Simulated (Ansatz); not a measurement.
**Molecular dynamics of H5InO**

input.yaml

```yaml
crystal:
  periodic: [false, false, false]
  atoms:
    - { symbol: O, position_ang: [-0.093579, -1.506091, 0.205788] }
    - { symbol: In, position_ang: [0.363811, 1.034824, -0.073124] }
    - { symbol: H, position_ang: [-0.841067, -1.512702, 0.864694] }
    - { symbol: H, position_ang: [-0.561307, -1.747315, -0.71093] }
    - { symbol: H, position_ang: [-1.20251, 1.155594, -0.883884] }
    - { symbol: H, position_ang: [0.324484, 1.617317, 1.610123] }
    - { symbol: H, position_ang: [1.846701, 0.810469, -0.865214] }
magnetization:
  spin_polarized: true
basis:
  gaussian: { orbitals: def2-SVP }
hamiltonian:
  xc: b3lyp
md:
  timestep: 0.25
  n_steps: 100
  ensemble: nve
  temperature: 500.0
  initial_velocities: maxwell_boltzmann
  seed: 773493
  masses: [{ species: H, mass: 10.0 }]
```

Command:

```bash
$ ansatz run input.yaml --threads 1 --pin off --max-ram 2048MiB --backend cpu --events-out ev --progress --plain --runs-dir out
```

It goes on from the last frame of an earlier run, with new velocities.

Output, in part (one step line in 4, the closing report, with atoms numbered from 0):

```
md step     0: t =     0.00 fs  T =   500.0 K  F+E_penalty+E_count = -7301.57682472 eV  E_kin = 0.323150 eV  conserved = -7301.25367472 eV  (23 SCF iters)
md step     4: t =     1.00 fs  T =   490.9 K  F+E_penalty+E_count = -7301.57097034 eV  E_kin = 0.317298 eV  conserved = -7301.25367191 eV  (20 SCF iters)
md step     8: t =     2.00 fs  T =   505.3 K  F+E_penalty+E_count = -7301.58027402 eV  E_kin = 0.326594 eV  conserved = -7301.25367965 eV  (20 SCF iters)
md step    12: t =     3.00 fs  T =   540.2 K  F+E_penalty+E_count = -7301.60284633 eV  E_kin = 0.349149 eV  conserved = -7301.25369774 eV  (21 SCF iters)
md step    16: t =     4.00 fs  T =   588.6 K  F+E_penalty+E_count = -7301.63411960 eV  E_kin = 0.380393 eV  conserved = -7301.25372613 eV  (21 SCF iters)
md step    20: t =     5.00 fs  T =   639.6 K  F+E_penalty+E_count = -7301.66711310 eV  E_kin = 0.413351 eV  conserved = -7301.25376166 eV  (22 SCF iters)
md step    24: t =     6.00 fs  T =   679.9 K  F+E_penalty+E_count = -7301.69323838 eV  E_kin = 0.439440 eV  conserved = -7301.25379809 eV  (23 SCF iters)
md step    28: t =     7.00 fs  T =   696.5 K  F+E_penalty+E_count = -7301.70394938 eV  E_kin = 0.450124 eV  conserved = -7301.25382524 eV  (23 SCF iters)
md step    32: t =     8.00 fs  T =   680.1 K  F+E_penalty+E_count = -7301.69335923 eV  E_kin = 0.439529 eV  conserved = -7301.25383006 eV  (23 SCF iters)
md step    36: t =     9.00 fs  T =   630.5 K  F+E_penalty+E_count = -7301.66130812 eV  E_kin = 0.407505 eV  conserved = -7301.25380320 eV  (22 SCF iters)
md step    40: t =    10.00 fs  T =   559.4 K  F+E_penalty+E_count = -7301.61531751 eV  E_kin = 0.361569 eV  conserved = -7301.25374886 eV  (21 SCF iters)
md step    44: t =    11.00 fs  T =   488.3 K  F+E_penalty+E_count = -7301.56925361 eV  E_kin = 0.315564 eV  conserved = -7301.25368944 eV  (25 SCF iters)
md step    48: t =    12.00 fs  T =   439.7 K  F+E_penalty+E_count = -7301.53785183 eV  E_kin = 0.284197 eV  conserved = -7301.25365471 eV  (22 SCF iters)
md step    52: t =    13.00 fs  T =   427.1 K  F+E_penalty+E_count = -7301.52970018 eV  E_kin = 0.276040 eV  conserved = -7301.25366052 eV  (22 SCF iters)
md step    56: t =    14.00 fs  T =   448.6 K  F+E_penalty+E_count = -7301.54360523 eV  E_kin = 0.289909 eV  conserved = -7301.25369625 eV  (21 SCF iters)
md step    60: t =    15.00 fs  T =   490.6 K  F+E_penalty+E_count = -7301.57082423 eV  E_kin = 0.317086 eV  conserved = -7301.25373861 eV  (22 SCF iters)
md step    64: t =    16.00 fs  T =   536.5 K  F+E_penalty+E_count = -7301.60051456 eV  E_kin = 0.346744 eV  conserved = -7301.25377070 eV  (22 SCF iters)
md step    68: t =    17.00 fs  T =   572.8 K  F+E_penalty+E_count = -7301.62395989 eV  E_kin = 0.370171 eV  conserved = -7301.25378840 eV  (25 SCF iters)
md step    72: t =    18.00 fs  T =   591.2 K  F+E_penalty+E_count = -7301.63591595 eV  E_kin = 0.382122 eV  conserved = -7301.25379380 eV  (22 SCF iters)
md step    76: t =    19.00 fs  T =   588.8 K  F+E_penalty+E_count = -7301.63435260 eV  E_kin = 0.380564 eV  conserved = -7301.25378879 eV  (22 SCF iters)
md step    80: t =    20.00 fs  T =   566.8 K  F+E_penalty+E_count = -7301.62006581 eV  E_kin = 0.366292 eV  conserved = -7301.25377405 eV  (22 SCF iters)
md step    84: t =    21.00 fs  T =   530.2 K  F+E_penalty+E_count = -7301.59639878 eV  E_kin = 0.342647 eV  conserved = -7301.25375191 eV  (22 SCF iters)
md step    88: t =    22.00 fs  T =   487.3 K  F+E_penalty+E_count = -7301.56866193 eV  E_kin = 0.314936 eV  conserved = -7301.25372634 eV  (22 SCF iters)
md step    92: t =    23.00 fs  T =   447.7 K  F+E_penalty+E_count = -7301.54308291 eV  E_kin = 0.289380 eV  conserved = -7301.25370251 eV  (22 SCF iters)
md step    96: t =    24.00 fs  T =   420.6 K  F+E_penalty+E_count = -7301.52550857 eV  E_kin = 0.271823 eV  conserved = -7301.25368536 eV  (20 SCF iters)
md step   100: t =    25.00 fs  T =   412.4 K  F+E_penalty+E_count = -7301.52019590 eV  E_kin = 0.266517 eV  conserved = -7301.25367853 eV  (26 SCF iters)
Total energy: -7301.52045885 eV, -268.3259277142 hartree
Atom 0 at    -0.107571    -1.484075     0.331545 Å, force    -2.810063    -0.070682    -1.605442 eV/Å
Atom 1 at     0.371004     1.036293    -0.098089 Å, force    -0.194762    -0.309306    -0.120351 eV/Å
Atom 2 at    -1.005178    -1.394051     0.815934 Å, force     1.992688    -0.186002    -0.914560 eV/Å
Atom 3 at    -0.432537    -1.725021    -0.620154 Å, force     0.862033     0.450852     2.338066 eV/Å
Atom 4 at    -1.297917     1.167724    -0.803467 Å, force     0.677347    -0.051232    -0.059026 eV/Å
Atom 5 at     0.276643     1.257814     1.614715 Å, force     0.114469     0.153308     0.249585 eV/Å
Atom 6 at     1.965083     0.964812    -0.906798 Å, force    -0.641713     0.013062     0.111728 eV/Å
Dipole moment:    -0.375130    -0.452866    -0.142161 e Å
```

All steps were run. The conserved energy stayed within 0.023 meV per atom of its start (net change -0.00057 meV per atom), so the integration is sound. A run of 0.025 ps of so small a system gives no equilibrium averages.

No bond is clearly made or broken; grazing contacts change: O1–In2 2.60 → 2.60 Å. It ends as H2O + H3In by the count below, though a long contact still joins these pieces: O1–In2, 2.60 Å. Pairs count as bonded within 1.25 times the sum of covalent radii (0.12 Å more for H–H).

Last frame:

```xyz
7
Properties=species:S:1:pos:R:3
O -0.108 -1.484 0.332
In 0.371 1.036 -0.098
H -1.005 -1.394 0.816
H -0.432 -1.725 -0.620
H -1.298 1.168 -0.803
H 0.277 1.258 1.615
H 1.965 0.965 -0.907
```

Run time: 2.2 min on 1 thread of AMD EPYC 9R45 96-Core Processor (Zen 5) (shared host), peak memory 0.18 GiB.
